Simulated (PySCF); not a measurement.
**How methods differ on the ionisation energy of W⁵⁰⁺**

W⁵⁰⁺ [Ar] 3d6 (5D) → W⁵¹⁺ [Ar] 3d5 (6S), as a difference of total energies. All numbers are calculated (PySCF 2.14, scalar relativity by spin-free X2C-1e, in an even-tempered Gaussian basis (17 s from 12 bohr⁻², ratio 2.5; 13 p from 15 bohr⁻², ratio 2.5; 7 d from 15 bohr⁻², ratio 2.5; 4 f from 59 bohr⁻², ratio 2.7; 3 g from 88 bohr⁻², ratio 2.7)). Correlated levels: outer shells: [Ne] frozen; virtual orbitals above 40 to 60 times the deepest correlated orbital energy dropped. The calculations carry no spin-orbit coupling.

| method | ionisation energy (eV) |
| --- | --- |
| UHF | 4586.2 |
| LDA | 4588.0 |
| PBE | 4589.4 |
| PBE0 | 4589.2 |
| r2SCAN | 4589.7 |
| B97-3 | 4589.1 |
| r2SCAN0 | 4589.4 |
| MP2 (outer shells) | 4587.5 |
| SCS-MP2 (outer shells) | 4587.7 |

Spin-orbit coupling is strong in these open shells (close to jj coupling). The scalar numbers leave it out and a first-order estimate fails, so it can dominate the gap to the real levels.

Breit and QED terms and the two-electron picture change are absent.

For comparison: 4578 ± 4 eV (semi-empirical (NIST evaluation); NIST Atomic Spectra Database, ionization energies).
